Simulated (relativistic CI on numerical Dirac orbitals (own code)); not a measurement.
One change at a time: Nb29+

Base calculation: Dirac-Coulomb-Breit CI, KLI orbitals optimised for each configuration, model QED, unscaled Slater integrals.

Configurations in the expansion (outside the closed core [Ne]): 3s², 3s3p, 3p², 3s3d, 3d², 3p3d, 3p4s, 3d4s, 3s4s, 3s4p, 3s4d, 3s4f, 3s5s, 3s5p, 3s5d, 4s², 3s5f, 3s5g, 3s6s, 3s6p, 3s6d. Levels of other configurations are missing.

The lowest level and the first level of each name with at least 55 % of one term (blank where a level has no safe partner in the second run):

| Level | Base (cm⁻¹) | Shift (cm⁻¹) |
| --- | --- | --- |
| 3s² ¹S0 | 0 | 0 |
| 3s3p ³P°0 | 469562 | -23968 |
| 3s3p ³P°1 | 505013 | -22115 |
| 3s3p ³P°2 | 657278 | -23660 |
| 3s3p ¹P°1 | 824440 | -1780 |
| 3p² ³P0 | 1131699 | -25251 |
| 3p² ¹D2 | 1269922 |  |
| 3p² ³P1 | 1276820 | -22938 |
| 3p² ³P2 | 1441388 |  |
| 3s3d ³D1 | 1480699 | -27524 |
| 3s3d ³D2 | 1495499 | -31093 |
| 3s3d ³D3 | 1518207 | -27541 |
| 3p² ¹S0 | 1585556 | -22334 |
| 3s3d ¹D2 | 1676157 | -111955 |

At this charge energies of transitions that change n are usually good to better than 1 %, and those within a shell (Δn = 0) to a few per cent.

Problem. One thing was changed in a second run, which moved the levels as shown. Which?
A. Breit term removed
B. configuration mixing switched off
C. one mean potential for all configurations
D. QED terms removed

Solution. B. Configuration mixing switched off. Without mixing, levels that were pushed by configurations of the same parity and J return to their single-configuration places.

LS names give the leading component of a level, which can be under half, so a name can repeat, a term be missing and a line seem to break the LS rules.
